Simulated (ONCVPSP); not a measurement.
**Plane-wave convergence, ONCV potential for gallium**

* Element: gallium
* Generator: ONCVPSP 4.0.1
* Type: optimised norm-conserving Vanderbilt (ONCV)
* Functional: Wu-Cohen
* Relativity: scalar-relativistic
* Frozen core: [Ar] 3d10
* Valence charge: 3
* Reference configuration: 4s1 (charge +2)
* Partial waves: 4s: rc 1.50 bohr, ncon 4, nbas 7, qcut 4.5 1/bohr, 3 projectors, debl 1.8 Ha; p scattering state at 0.08 Ha: rc 1.35 bohr, ncon 5, nbas 9, qcut 5.6 1/bohr, 2 projectors, debl 0.8 Ha
* Local potential: polynomial inside 1.15 bohr (lpopt 4, dvloc0 2 Ha)
* Core correction: polynomial model core, fcfact 0.6

For each optimised wave give the share of its norm inside rc, the residual kinetic energy above qcut (Ha) and the cutoffs (Ha) for errors of 10, 1, 0.1 and 0.01 mHa per electron.

| wave | norm inside rc | residual KE | 10 mHa | 1 mHa | 0.1 mHa | 0.01 mHa |
| --- | --- | --- | --- | --- | --- | --- |
| 4s | 0.218 | 8.8e-04 | 5.3 | 9.2 | 50.6 | 69.3 |
| s projector 2 | 0.066 | 2.1e-03 | 7.7 | 11.3 | 29.8 | 74.7 |
| s projector 3 | 0.063 | 1.3e-02 | 10.5 | 14.2 | 52.2 | 101.1 |
| p projector 1 | 0.047 | 1.9e-02 | 32.5 | 128.1 | 148.0 | 162.5 |
| p projector 2 | 0.063 | 8.8e-03 | 13.4 | 153.1 | 185.3 | 203.5 |

The occupied waves need 9.2 Ha and 51 Ha for 1 and 0.1 mHa. Note: ghosts flagged at negative energy: s at -169.3 eV, p at -107.1 eV (a further GHOST(-) flag falls on a real empty level of the atom); GHOST(+) flags only above 600 eV. A true bound ghost makes a file unfit for plane-wave use. 3 of 4 tests not solved or not reliable.
